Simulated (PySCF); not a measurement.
Fill in the blanks.

Compound: C5H8O2.
Z-matrix (Å and degrees, GFN2-xTB geometry), rows numbered from 1:
```
C 
O   1  1.4132
C   2  1.3936  1  114.44
C   3  1.4762  2  116.23  1   -78.30
O   4  1.2036  3  125.08  2   177.63
C   3  1.5225  2  119.54  1    71.50
C   6  1.4842  3   60.66  2   104.49
H   1  1.0881  2  105.94  3   179.51
H   1  1.0952  2  111.40  3   -61.50
H   1  1.0948  2  111.74  3    60.37
H   4  1.1076  3  113.30  2    -3.24
H   6  1.0789  3  117.01  7  -108.99
H   6  1.0794  3  116.07  7   109.52
H   7  1.0785  3  115.55  6   109.82
H   7  1.0790  3  116.60  6  -109.77
```

```csv
property,level,value
point group of the GFN2-xTB geometry,GFN2-xTB,C1
"rotational constants A, B, C of the GFN2-xTB geometry",GFN2-xTB,?
dipole moment,PBE0/def2-SVPD,2.61 D
HOMO energy,PBE0/def2-SVPD,-7.35 eV
LUMO energy,PBE0/def2-SVPD,?
lowest singlet excitation,TDDFT PBE0/def2-SVPD,?
strongest line among the 6 lowest singlet transitions,TDDFT PBE0/def2-SVPD,?
lowest triplet excitation (Tamm–Dancoff),TDA PBE0/def2-SVPD,?
static isotropic polarisability,PBE0/def2-SVPD,65.2 au
electronic spatial extent ⟨r²⟩ about the centre of nuclear charge,PBE0/def2-SVPD,744 bohr²
13C chemical shifts (computed TMS as zero) by class,GIAO PBE0/pcSseg-1,"212.2 (C4), 70.6 (C3), 59.8 (C1), 23.5 (C6/C7) ppm"
1H chemical shifts (computed TMS as zero) by class,GIAO PBE0/pcSseg-1,?
"isotropic shieldings of nuclei other than C and H, by class",GIAO PBE0/pcSseg-1,"-324 (O5), 309 (O2) ppm"
```

The electronic properties come from PySCF, for the isolated species, density fitting. NMR classes are plain means over equivalent atoms (diastereotopic ones count apart unless rotation or inversion swaps them), as if these changed places fast; in this geometry the members of some classes differ.

Problem. The lowest singlet excitation?

Solution. 4.22 eV (294 nm, f = 0.000).

Problem. The strongest line among the 6 lowest singlet transitions?

Solution. S3 at 6.50 eV (191 nm, f = 0.101).

Problem. Give the rotational constants A, B, C of the GFN2-xTB geometry.

Solution. 3.960, 2.334, 1.777 GHz.

Problem. What is the lowest triplet excitation (Tamm–Dancoff)?

Solution. 3.63 eV.

Problem. The LUMO energy?

Solution. -1.01 eV.

Problem. What are the 1H chemical shifts (computed TMS as zero) by class?

Solution. 10.68 (H11), 3.57 (H8/H9/H10), 1.33 (H12/H14), 1.29 (H13/H15) ppm.

The largest Löwdin shares of the HOMO are 0.41 on O5, 0.16 on O2, 0.13 on C4 and 0.08 on C3. No computed singlet falls in the visible range (750 to 380 nm, 1.65 to 3.26 eV); S1 lies 0.96 eV above its blue end. A dipole of 2.61 D is allowed in C1, and pure rotational transitions are dipole-allowed.

For the TDDFT job (PBE0/def2-SVPD), hardware: an Arm Neoverse V2 with one thread, no GPU (shared host). Cost: 34 s, 0.88 GiB resident at most.

One conformer stands for the species.
